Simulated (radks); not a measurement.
Values are calculated unless marked as measured or tabulated.
Ionisation of Ca+, [Ar] 4s1, to Ca2+, [Ar], under several functionals. Scalar-relativistic Kohn-Sham, spin-polarised, spherical densities, point nucleus; open shells are filled with parallel spins first; a radial shooting solver on a logarithmic mesh with Libxc functionals.

functional                               E(Ca+) (hartree)  Exc (hartree)  IE (eV)  -e(HOMO) (eV)  <r> HOMO (bohr)  IE error (eV)
revPBE                                         -680.22433      -35.96276   11.945          9.292            3.593         +0.074
OLYP                                           -680.39110      -36.15837   11.869          9.104            3.606         -0.002
PW91                                           -680.32470      -36.06505   12.078          9.395            3.570         +0.207
LDA (Slater exchange, VWN5 correlation)        -678.46932      -34.15879   12.165          9.499            3.536         +0.294
RPBE                                           -680.26883      -36.00808   11.977          9.275            3.603         +0.106
exchange-only LDA                              -676.92518      -32.58324   11.521          8.902            3.613         -0.350
BLYP                                           -680.34076      -36.07792   12.111          9.273            3.546         +0.239
exchange-only PBE                              -679.35309      -35.06811   11.791          9.000            3.630         -0.081

NIST Atomic Spectra Database: 11.872 eV (measured). Closest: OLYP. The Delta-SCF values span 0.64 eV, the total energies 3.47 hartree. The highest occupied level is 4s.
